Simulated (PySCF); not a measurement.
Species: C₅H₅ClO₂Si.
InChI=1S/C5H5ClO2Si/c6-5(7)3-1-2-4(9)8-3/h1-2H,9H3

Theory: TDDFT CAM-B3LYP/def2-SVPD, vertical, gas phase, core orbitals frozen in the response (PySCF). Isolated species at its GFN2-xTB geometry (one conformer only). Torsions of this conformer, `[O:1]=[C:2]([Cl:3])[c:4]1[cH:5][cH:6][c:7]([SiH3:8])[o:9]1`: O1–C2–C4–C5 0°.

What does the calculation give for the low-lying excited states?

| state | E (eV) | E (hartree) | f | \|μ\| (D) | main configurations (H = HOMO, L = LUMO) |
| --- | --- | --- | --- | --- | --- |
| S1 | 4.65 | 0.1711 | 0.0001 | 0.06 | H-1→L (87%) |
| S2 | 4.81 | 0.1766 | 0.468 | 5.07 | H→L (97%) |
| S3 | 5.96 | 0.2191 | 0.0004 | 0.13 | H-3→L (91%) |
| S4 | 6.04 | 0.2219 | 0.016 | 0.83 | H-2→L (88%), H→L+2 (8%) |
| S5 | 6.36 | 0.2335 | 0.033 | 1.16 | H-4→L (88%) |
| S6 | 6.85 | 0.2517 | 0.0003 | 0.11 | H→L+1 (85%) |
| S7 | 7.01 | 0.2577 | 0.0033 | 0.35 | H-5→L (76%), H-6→L (11%) |
| S8 | 7.01 | 0.2578 | 0.232 | 2.96 | H→L+2 (86%) |

Triplets, Tamm–Dancoff:

```
state  E (eV)  λ (nm)  main configurations (H = HOMO, L = LUMO)
   T1    3.05   406.4                                 H→L (91%)
   T2    4.24   292.2                               H-1→L (83%)
   T3    4.71   263.2                  H-2→L (76%), H→L+2 (15%)
```

The lowest singlet lies at 4.65 eV (266 nm, ultraviolet) and is dark (f under 0.0005); its leading configuration is HOMO-1→LUMO (87%). The most intense listed level is S2 at 4.81 eV (258 nm, f = 0.468), 0.15 eV above S1. S7/S8 lie within about 0.01 eV of each other. Löwdin shares by element: HOMO carbon 72% or more (atoms not listed hold the other 28%); LUMO carbon 45% or more, oxygen 18% or more (atoms not listed hold the other 37%). Weighted by f, the mean energy of these states is 5.59 eV. The listed states span 2.36 eV, and the widest gap between neighbours is 1.16 eV (S2 to S3). The oscillator strengths of these states sum to 0.753; summed over the whole spectrum of an exact calculation they would give the number of electrons, 82 (Thomas–Reiche–Kuhn). Singlets were solved by full linear response, triplets in the Tamm–Dancoff approximation.

On one thread, Arm Neoverse V2 (aarch64), shared host with 32 logical CPUs at a one-minute load of 10, this took 55 s wall (grids of density and orbitals included) and 1.1 GiB of memory at its peak.
